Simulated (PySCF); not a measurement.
Choosing a molecule for a target property.

Species are written as SMILES; each is one conformer at its optimised geometry, gas phase, non-relativistic unless stated. Electronic properties by PySCF.

Dipoles, sizes and rotational constants follow the conformer. The torsions of the flexible species, by atom-mapped SMILES:
- `[F:1][CH2:2]/[CH:3]=[CH:4]\[C:5]([F:6])([F:7])[F:8]`: F1–C2–C3–C4 176°, C3–C4–C5–F6 55°
- `[F:1][CH2:2]/[CH:3]=[CH:4]/[C:5]([F:6])([F:7])[F:8]`: F1–C2–C3–C4 0°, C3–C4–C5–F6 121°
- `[F:1][C:2]([F:3])=[CH:4][CH2:5][CH:6]([F:7])[F:8]`: C2–C4–C5–C6 -118°, C4–C5–C6–F7 -179°

(1) Wanted: electronic spatial extent ⟨r²⟩ about the centre of nuclear charge below 1100 bohr² (CAM-B3LYP/def2-SVPD) and lowest triplet excitation (Tamm–Dancoff) below 6 eV (TDA CAM-B3LYP/def2-SVPD), at GFN2-xTB geometries. Which candidate meets both?
A. `FC(CC=C(F)F)F`
B. `FC/C=C/C(F)(F)F`
C. `F[C@@H]1C[C@H](F)C1(F)F`
D. `FC/C=C\C(F)(F)F`

(2) Wanted: dipole moment below 1 D (CAM-B3LYP/def2-SVPD) and smallest rotational constant below 1.3 GHz (GFN2-xTB), at GFN2-xTB geometries. Which candidate meets both?
A. `FC/C=C/C(F)(F)F`
B. `FC/C=C\C(F)(F)F`
C. `FC(CC=C(F)F)F`
D. `F[C@@H]1C[C@H](F)C1(F)F`

Answers

(1) D. Computed values:
| species | electronic spatial extent ⟨r²⟩ about the centre of nuclear charge | lowest triplet excitation (Tamm–Dancoff) |
| --- | --- | --- |
| F[C@@H]1C[C@H](F)C1(F)F | 813 bohr² | 7.45 eV |
| FC/C=C\C(F)(F)F | 1053 bohr² | 4.14 eV |
| FC/C=C/C(F)(F)F | 1164 bohr² | 4.43 eV |
| FC(CC=C(F)F)F | 1265 bohr² | 4.63 eV |

(2) C. Computed values:
```
                species  dipole moment  smallest rotational constant
          FC(CC=C(F)F)F         0.72 D                     0.778 GHz
        FC/C=C\C(F)(F)F         1.44 D                     1.035 GHz
        FC/C=C/C(F)(F)F         3.01 D                     0.927 GHz
F[C@@H]1C[C@H](F)C1(F)F         3.45 D                     1.529 GHz
```
